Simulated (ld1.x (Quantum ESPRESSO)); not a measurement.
**An all-electron radial function and its pseudo partner (Bi)**

Columns: radius, all-electron u(r) and pseudo u(r) of the 6s shell (level -14.48 eV) of bismuth in the configuration [Xe] 4f14 5d10 6s2 6p3; PBE, scalar-relativistic, TM semilocal scheme, ld1.x (Quantum ESPRESSO) 7.5.

| r (bohr) | all-electron | pseudo |
| --- | --- | --- |
| 0.125 | 0.1860 | -0.0270 |
| 0.250 | -0.2113 | -0.0550 |
| 0.375 | -0.1473 | -0.0851 |
| 0.500 | 0.1993 | -0.1183 |
| 0.625 | 0.3895 | -0.1564 |
| 0.750 | 0.3610 | -0.2015 |
| 0.875 | 0.1931 | -0.2562 |
| 1.000 | -0.0288 | -0.3234 |
| 1.125 | -0.2476 | -0.4048 |
| 1.250 | -0.4345 | -0.4986 |
| 1.375 | -0.5794 | -0.5964 |
| 1.500 | -0.6818 | -0.6838 |
| 1.625 | -0.7468 | -0.7468 |
| 1.750 | -0.7807 | -0.7807 |
| 1.875 | -0.7901 | -0.7901 |
| 2.000 | -0.7808 | -0.7808 |
| 2.125 | -0.7578 | -0.7578 |
| 2.250 | -0.7253 | -0.7253 |
| 2.375 | -0.6864 | -0.6864 |
| 2.500 | -0.6438 | -0.6438 |
| 2.625 | -0.5993 | -0.5993 |
| 2.750 | -0.5543 | -0.5543 |
| 2.875 | -0.5100 | -0.5100 |
| 3.000 | -0.4672 | -0.4672 |
| 3.125 | -0.4263 | -0.4263 |
| 3.250 | -0.3876 | -0.3876 |

Problem. How many radial nodes do the two functions have?

Solution. The all-electron 6s function has n − l − 1 = 5 (the table is too coarse to show those close to the nucleus); the pseudo-wave has 0, since the states of the same l below it are removed with the core.

Problem. At about which radius was the pseudo-wave matched?

Solution. 1.70 bohr, where the columns begin to agree (steps of 0.12 bohr).

Problem. Where does each function peak?

Solution. Outermost all-electron maximum near 1.88 bohr, pseudo maximum near 1.88 bohr (to the table’s step).

Problem. Is the pseudo-wave norm-conserving?

Solution. Yes: the TM semilocal scheme keeps the norm inside the radius equal to the all-electron one, which fixes the energy derivative of the logarithmic derivative at the level.
